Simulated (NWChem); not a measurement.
System: ZnH$_{2}$S$_{2}$; SMILES [SH][Zn][SH]

```xyz
5

Zn     0.0000     0.0000    -0.0238
S     -0.0307    -2.1755    -0.0343
H      0.9381    -2.2567     0.9064
S      0.0307     2.1755    -0.0343
H     -0.9381     2.2567     0.9064
```
Atoms are numbered in this order, from 1.

Program: NWChem. Geometry: optimised at PBE0/def2-SVP. Level SCAN/def2-SVP: energy and gradient on several grids; changes count from the extra-fine grid, which is no exact limit either.

```csv
grid,size of the energy change (μHa),largest change of a gradient component (μHa/bohr)
xcoarse,40000,1000
coarse,6000,400
medium,2000,100
fine,600,< 30
xfine,< 10,< 30
```
